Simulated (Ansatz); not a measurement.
`[NH2][Sn]([NH2])([NH2])[Cl]`. Charge 0, multiplicity 1. Sn: def2 effective core potential.

| atom | x (Å) | y (Å) | z (Å) |
| --- | --- | --- | --- |
| N1 | -1.400 | 0.883 | 1.003 |
| Sn2 | -0.056 | -0.241 | 0.028 |
| N3 | -0.082 | 0.241 | -1.919 |
| N4 | 1.771 | 0.123 | 0.772 |
| Cl5 | -0.583 | -2.521 | 0.291 |
| H6 | -1.026 | 1.261 | 1.865 |
| H7 | -2.259 | 0.393 | 1.219 |
| H8 | -0.910 | 0.770 | -2.168 |
| H9 | -0.020 | -0.558 | -2.536 |
| H10 | 2.461 | 0.246 | 0.041 |
| H11 | 2.103 | -0.595 | 1.403 |

(1) List the harmonic frequencies (cm⁻¹, unscaled) at PBE0-D4/def2-TZVP in Ansatz. (Estimate.)

(2) Is this a minimum?

(3) Give the ideal-gas thermochemistry at 298.15 K and 1 bar (rigid rotor, harmonic oscillator; point group C3, symmetry number 3).

(4) Rotational constants (cm⁻¹)?

Answers

(1) Ansatz gave: 85, 85, 159, 159, 166, 171, 172, 243, 351, 556, 557, 558, 650, 655, 655, 845, 863, 864, 1564, 1564, 1565, 3545, 3545, 3545, 3642, 3642, 3643.

(2) Yes, all 27 modes are real.

(3) Zero-point energy 203.7 kJ/mol; H(298) − E = 231.0 kJ/mol; entropy 392.9 J/(mol·K), of which translation 175.1, rotation 108.5, vibration 109.3; G(298) − E = 113.8 kJ/mol. Modes under 100 cm⁻¹ are hindered rotations or soft bends, so the harmonic entropy is rough.

(4) 0.09038, 0.05637, 0.05637.
